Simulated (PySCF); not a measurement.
Compound: C5H7F3Si.
SMILES: `FC(F)C1=CC[Si@H](F)C1`

The closed-shell SCF was solved with PySCF and density fitting under several settings on one GFN2-xTB geometry (grid level 2 and gas phase unless stated).

```tsv
settings	basis functions	SCF cycles	E (Eh)	HOMO (eV)	LUMO (eV)	dipole (D)
PBE0/pcSseg-1	195	14	-783.1299	-7.72	-0.16	1.17
PBE0/def2-SVPD	249	14	-782.7568	-7.76	-0.31	1.15
PBE0/3-21G	99	14	-778.9625	-7.55	0.24	1.00
```

Question: Estimate the row for these settings: revPBE/pcseg-1.

Answer: 
| settings | basis functions | SCF cycles | E (Eh) | HOMO (eV) | LUMO (eV) | dipole (D) |
| --- | --- | --- | --- | --- | --- | --- |
| revPBE/pcseg-1 | 165 | 15 | -783.4858 | -6.51 | -1.11 | 0.99 |

Question: Over all rows, what range does the HOMO–LUMO gap span?

Answer: From 5.40 eV (revPBE/pcseg-1) to 7.79 eV (PBE0/3-21G). The functional of the narrowest has no exact exchange, that of the widest 25 % exact exchange.

Question: And the dipole moment?

Answer: From 0.99 D (revPBE/pcseg-1) to 1.17 D (PBE0/pcSseg-1); the largest is 1.18 times the smallest, and the median is 1.07 D.

Question: Compare two rows with the functional PBE0: PBE0/3-21G and PBE0/def2-SVPD. Which energy is lower, and by how much?

Answer: PBE0/def2-SVPD (249 functions) lies 3.7943 Eh or 2381 kcal/mol below PBE0/3-21G (99 functions).

Cycle counts include a coarse-grid stage where the run had one.

One conformer stands for the species.
